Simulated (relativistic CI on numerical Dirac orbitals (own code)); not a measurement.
# Magnetism of Sm2+, 4f6, in a crystal field

Calculated by Dirac-Coulomb-Breit CI, separate exchange-only KLI orbitals for each configuration, model QED, valence Slater integrals scaled by 0.8, one configuration in a parametric crystal field (own radial code).

Field parameters in Wybourne normalisation. The field is a parameter set, without covalency.

S is read from ⟨S²⟩ = S(S + 1).

Powder χT (cm³ K mol⁻¹) by Van Vleck's formula, with temperature-independent terms:

| Field | 2 K | 5 K | 10 K | 20 K | 50 K | 100 K | 200 K | 300 K |
| --- | --- | --- | --- | --- | --- | --- | --- | --- |
| D3d, B20 = -150, B40 = 20, B43 = 980, B60 = -60, B63 = -250, B66 = -70 cm⁻¹ | 0.0138 | 0.0345 | 0.069 | 0.138 | 0.345 | 0.685 | 1.18 | 1.48 |
| D4h, B20 = -130, B40 = 800, B44 = 760, B60 = -230, B64 = 100 cm⁻¹ | 0.0137 | 0.0343 | 0.0685 | 0.137 | 0.343 | 0.68 | 1.17 | 1.47 |

Problem. For D4h, B20 = -130, B40 = 800, B44 = 760, B60 = -230, B64 = 100 cm⁻¹: what effective moment follows at 300 K?

Solution. μ_eff = √(8χT) = 3.43 μB. The LS value g√(J(J + 1)) of the free ion's 7F_0 level is 0.00 μB. The ground level is a non-magnetic singlet, so χT starts at zero and rises through temperature-independent paramagnetism and the filling of excited levels.
